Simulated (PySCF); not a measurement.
SMILES BCC=O, PBE0/def2-SVP optimised geometry.

```
9

B      1.43    -0.79     1.16
C      0.75     0.01     0.00
C     -0.74     0.01     0.00
O     -1.43     1.00     0.00
H      2.56    -0.55     1.49
H      0.84    -1.72     1.68
H      1.16     1.02    -0.18
H      1.09    -0.64    -0.85
H     -1.21    -1.02     0.03
```

Density from PySCF with PBE0/def2-TZVP at that geometry.

Minimum of the electron density along straight lines between bonded atoms, close to the bond critical point (lines longer than 1.1 times the sum of covalent radii, or with two minima, are not listed):

| bond | length / Å | ρ at the minimum / e bohr⁻³ | ∇²ρ there / e bohr⁻⁵ | position (fraction from the first atom) |
|---|---|---|---|---|
| B1–C2 | 1.559 | 0.186 | -0.24 | 0.33 |
| C2–C3 | 1.498 | 0.263 | -0.69 | 0.49 |
| C3–O4 | 1.201 | 0.429 | 0.06 | 0.33 |
| B1–H5 | 1.207 | 0.183 | -0.40 | 0.44 |
| B1–H6 | 1.210 | 0.182 | -0.40 | 0.44 |
| C2–H7 | 1.100 | 0.272 | -0.92 | 0.65 |
| C2–H8 | 1.117 | 0.250 | -0.77 | 0.64 |
| C3–H9 | 1.123 | 0.270 | -0.93 | 0.65 |
